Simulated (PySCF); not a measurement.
This PySCF input asks for the NMR shieldings of `C#[N+][Al@H-]([Cl])[CH2]CCl`, C3H6AlCl2N; the geometry comes from GFN2-xTB.

```python
import basis_set_exchange as bse
import numpy as np
from pyscf import gto, dft
from pyscf.prop import nmr

atoms = """
C     3.243041   -0.561958    1.024410
N     2.135545   -0.363116    0.837689
Al    0.511997    0.585351   -0.249250
Cl    1.266816    2.370988    0.452044
C    -1.510776    0.695008   -0.614069
C    -1.892916   -0.693927   -0.134840
Cl   -0.595748   -1.176266    1.000119
H     4.270959   -0.738900    1.202264
H     1.205398   -0.202945   -1.389822
H    -1.892150    0.839310   -1.628742
H    -2.034369    1.442120    0.002498
H    -1.880222   -1.430630   -0.935657
H    -2.831962   -0.764549    0.415629
"""
names = dict.fromkeys(["C", "N", "Al", "Cl", "H"], "pcSseg-1")
basis = {el: gto.basis.parse(bse.get_basis(n, elements=[el], fmt="nwchem")) for el, n in names.items()}
mol = gto.M(atom=atoms, basis=basis, charge=0, verbose=0)
mf = dft.RKS(mol, xc="PBE0")
mf.grids.level = 2
mf.grids.alignment = dft.numint.BLKSIZE   # the property module wants whole blocks of grid points
mf.conv_tol = 1e-9
mf.kernel()

calc = nmr.RKS(mf)   # GIAO
C = mf.mo_coeff
Co = C[:, mf.mo_occ > 0]
resp = mf.gen_response(singlet=True, hermi=2)
def vind(x):   # induced exchange potential for any number of trial vectors
    d = np.einsum("pi,xij,qj->xpq", C, 2 * x.reshape(-1, C.shape[1], Co.shape[1]), Co, optimize=True)
    return np.einsum("xpq,pi,qj->xij", resp(d - d.transpose(0, 2, 1)), C, Co, optimize=True).ravel()
mo1, _ = nmr.rhf.solve_mo1(calc, with_cphf=vind)
sigma = calc.kernel(mo1)
for i, s in enumerate(sigma):   # ppm
    print("%2d %-2s %9.2f" % (i, mol.atom_pure_symbol(i), np.trace(s) / 3))
```

**Question.** What are the results?

**Answer.** 
```
 0 C      68.89
 1 N      -8.44
 2 Al    462.88
 3 Cl    934.34
 4 C     156.32
 5 C     128.90
 6 Cl    705.13
 7 H      28.14
 8 H      27.01
 9 H      30.46
10 H      29.78
11 H      27.60
12 H      27.37
```

These numbers come from an equivalent density-fitted implementation of the same equations, which agrees with the script to about 0.01 ppm for H and up to a few tenths of a ppm for heavy atoms, so last digits may differ.

Size and cost of the density-fitted run: 170 basis functions, 28 s wall time on 1 thread of an Arm Neoverse V2, shared host; peak memory 0.75 GiB.
